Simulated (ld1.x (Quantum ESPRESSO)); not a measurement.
Results of a calculation; reference values are marked as such.
## Potentials for Sn (Z = 50) compared

Generated with ld1.x 7.5 (TM, RRKJ, ultrasoft, PAW), atompaw 4.2 or ONCVPSP 4.0.1. The cutoff is in Ry: for ld1.x and atompaw files where the sum of valence levels is converged to 10 mRy in a Bessel basis, for ONCV files where the hardest occupied wave has 1 mHa per electron of residual kinetic energy. The error is the largest all-electron minus pseudo excitation energy over each file’s own four to seven test configurations (ionisations up to +4, promotions, holes and added fractions of an electron), all of which were solved. The labels leave out finer settings (local radius, basis sizes, second energies), which also bear on the numbers. Spin-polarised tests are not counted. The rows are a selection from randomly drawn settings: files with unsolved tests, undetermined cutoffs or missed reference levels are left out.

```tsv
potential	cutoff (Ry)	largest error (meV)	bound ghosts
TM semilocal, PBEsol, scalar-relativistic, rc 1.70/1.80 (sp), local p, core correction no, reference 5s2 5p0	25	+163	none
TM semilocal, PBEsol, non-relativistic, rc 1.55/2.10 (sp), local p, core correction no, reference 5s1.5 5p2.5	35	+69	none
ultrasoft, revPBE, fully relativistic, rc 2.15/2.75/2.25 (spd), local smoothed, core correction no, reference 5s2 5p1	6	+66	none
TM, PBE, scalar-relativistic, rc 1.90/2.75/2.95 (spd), local smoothed, core correction no, reference 5s2 5p2	15	+348	none
PAW, BLYP, scalar-relativistic, rc 2.40/2.20/1.15 (spd), local smoothed, core correction yes, reference 4d10 5s2 5p2	110	-102	none
```

Q: Fill in the row for Sn: ultrasoft, PBE, scalar-relativistic, rc 1.80/2.85/2.95 (spd), local smoothed, core correction no, reference 5s2 5p2.

A: cutoff 12 Ry, largest error +127 meV, bound ghosts: none.

Q: Fill in the row for Sn: TM, PBE, scalar-relativistic, rc 2.00/2.25 (sp), local s, core correction no, reference 5s2 5p0.

A: cutoff 21 Ry, largest error +291 meV, bound ghosts: none.

Q: Fill in the row for Sn: PAW, PBEsol, scalar-relativistic, rc 1.95/2.85/1.70/2.15 (spdf), local smoothed, core correction yes, reference 4d10 5s2 5p2.

A: cutoff 40 Ry, largest error +67 meV, bound ghosts: none.
